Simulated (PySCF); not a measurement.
Ag²⁺ (silver, charge +2) across methods

[Kr] 4d8 5p1, one real determinant (an excited configuration). All numbers are calculated (PySCF 2.14, scalar relativity by spin-free X2C-1e, in x2c-TZVPPall with one added diffuse shell each of s, p, d, f type (9s7p7d3f1g, 95 functions)).

```
   method  E (hartree)  mean ε 4d α (eV)  mean ε 4d β (eV)  mean ε 5p α (eV)  Σ⟨r²⟩ (bohr²)   ⟨S²⟩
     PBE0     -5313.44           -37.347           -35.726           -17.680          36.15  3.751
BHandHLYP     -5313.77           -39.456           -37.834           -18.184          36.26  3.751
   r2SCAN     -5313.78           -35.553           -33.952           -17.128          36.02  3.751
  r2SCAN0     -5313.76           -37.738           -36.055           -17.768          36.06  3.752
      PBE     -5313.35           -35.016           -33.514           -17.022          36.15  3.750
      LDA     -5308.22           -35.169           -33.628           -17.152          36.03  3.750
    wB97X     -5313.93           -39.697           -38.285           -19.297          36.15  3.751
   M06-2X     -5314.20           -39.650           -38.005           -18.434          36.20  3.751
      UHF  -5311.34155           -43.279           -41.245           -19.093          36.68  3.753
```

⟨L²⟩ = 14.02 against 20 for a pure G term, so this real determinant mixes terms.
